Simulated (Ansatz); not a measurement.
Saddle point of SnH$_{2}$Cl$_{2}$O$_{2}$, singlet (SnH₂Cl₂O₂ ([OH][Sn]([OH])([Cl])[Cl]) → SnCl₂O ([O][Sn]([Cl])[Cl]) + H₂O (still joined by a long Sn–O bond); bonds formed: O2–H4; bonds broken: O3–H4; bonds weakened to dative contacts: Sn1–O2), PBE0-D4/def2-TZVP structure:

| atom | x (Å) | y (Å) | z (Å) |
| --- | --- | --- | --- |
| Sn1 | -0.6000 | -0.3438 | -0.4845 |
| O2 | 0.8536 | 0.8322 | 0.6147 |
| O3 | 1.0457 | -0.5528 | -1.3379 |
| H4 | 1.3813 | 0.3081 | -0.2014 |
| Cl5 | -2.3351 | 1.0074 | -1.1219 |
| Cl6 | -1.5034 | -1.8058 | 1.0451 |
| H7 | 1.1579 | 0.5548 | 1.4859 |

Energies are electronic, without zero-point energy. Barriers and step energies count from the start structure reached by relaxing down the imaginary mode; all methods use the PBE0-D4 structures, on which another method's saddle can fall below an end. Computed with Ansatz 0.2.0 (basis: def2-TZVPP, with def2-QZVPP for the basis limit); correlated methods freeze the cores. Filled d shells of the heavier atoms are correlated. Core potentials replace the inner electrons of the atoms past krypton. The def2 sets are not built for correlating such inner shells, so the correlated values are less sure here. B3LYP uses VWN-RPA correlation. Extrapolation: Hartree–Fock as exp(−7.88 √X), correlation as X^−2.97.

```csv
method,barrier (eV),step energy (eV)
SPW92,1.455,1.564
PBE-D4,?,1.507
BLYP-D4,1.652,1.453
r2SCAN-D4,1.795,1.686
B97M-V,1.927,1.713
PBE0-D4,1.884,1.773
B3LYP-D4,1.876,1.681
r2SCAN0-D4,?,1.873
BHLYP-D4,2.189,1.966
CAM-B3LYP-D4,1.977,1.835
wB97X-V,2.031,1.891
wB97M-V,1.987,1.841
B2PLYP,1.867,1.677
PBE-QIDH,1.987,1.862
RPA on PBE,?,1.705
HF,2.663,2.295
MP2,1.867,1.720
CCSD,2.103,1.920
CCSD(T),1.955,1.799
```

Q: Fill in the withheld barriers. (To be estimated.)

A: The calculation gives: RPA on PBE 1.871; r2SCAN0-D4 1.994; PBE-D4 1.600 eV. Each is the energy of the saddle less that of the start structure, by the same method.

For comparison, the barrier by CCSD(T) at an estimated basis limit (MP2 extrapolated from triple and quadruple zeta, plus CCSD(T) − MP2 in triple zeta) is 1.947 eV.

No T1 diagnostic of these runs exceeds 0.018.

Labels in which every atom is bracketed show which atoms are joined, not bond orders.

For scale, one of the runs: CCSD(T)/def2-TZVPP, 224 basis functions, launched by `ansatz run in.yaml --threads 8 --pin off --events-out ev --progress --plain --max-ram 19148MiB`. Hardware: 8 CPU threads of an Intel Xeon Platinum 8488C, shared host. Wall time 49 s; peak host memory 4 GiB.
